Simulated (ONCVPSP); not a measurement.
## silicon (Si): ONCV pseudisation with PBE, scalar-relativistic reference atom.

```json
{
  "Element": "silicon",
  "Generator": "ONCVPSP 4.0.1",
  "Type": "optimised norm-conserving Vanderbilt (ONCV)",
  "Functional": "PBE",
  "Relativity": "scalar-relativistic",
  "Frozen core": "[Ne]",
  "Valence charge": "4",
  "Reference configuration": "3s1.5 3p2.5",
  "Partial waves": "3s: rc 1.70 bohr, ncon 3, nbas 6, qcut 4.3 1/bohr, 2 projectors, debl 3.1 Ha; 3p: rc 2.26 bohr, ncon 4, nbas 8, qcut 3.8 1/bohr, 1 projector; d scattering state at 0.4 Ha: rc 2.05 bohr, ncon 5, nbas 8, qcut 4.7 1/bohr, 2 projectors, debl 1.7 Ha",
  "Local potential": "polynomial inside 1.10 bohr (lpopt 1, dvloc0 0 Ha)",
  "Core correction": "none"
}
```

All-electron outer shells of the reference configuration (PBE, scalar-relativistic, ld1.x):

```tsv
shell	level (eV)	outermost node (bohr)	outermost maximum (bohr)
2s	-140.34	0.15	0.45
2p	-96.40	–	0.39
3s	-11.20	0.72	1.77
3p	-4.38	0.72	2.14
```

Problem. Estimate the cutoffs (Ha) at which the residual kinetic energy of the hardest occupied pseudo-wave falls to 1 and 0.1 mHa per electron.

Solution. 7.6 Ha and 12 Ha. The cutoffs count occupied waves only; projector 2 of the d channel, the hardest unoccupied one, needs 26 Ha at the loose tolerance.

Problem. What does a ghost test show?

Solution. No bound ghost flagged; GHOST(+) flagged for s at 157.7 eV.

Problem. Which valence shell sets the plane-wave cutoff?

Solution. 3s: 8 Ha for 1 mHa per electron, against 3 Ha for 3p.

Problem. Tests: 3s2 3p2; 3s2 3p1; 3s2 3p0; 3s1 3p2. Which has the largest error in its energy relative to the reference configuration, and how large is it?

Solution. 3s2 3p0, with -14 meV (all-electron minus pseudo) on +20.35 eV.
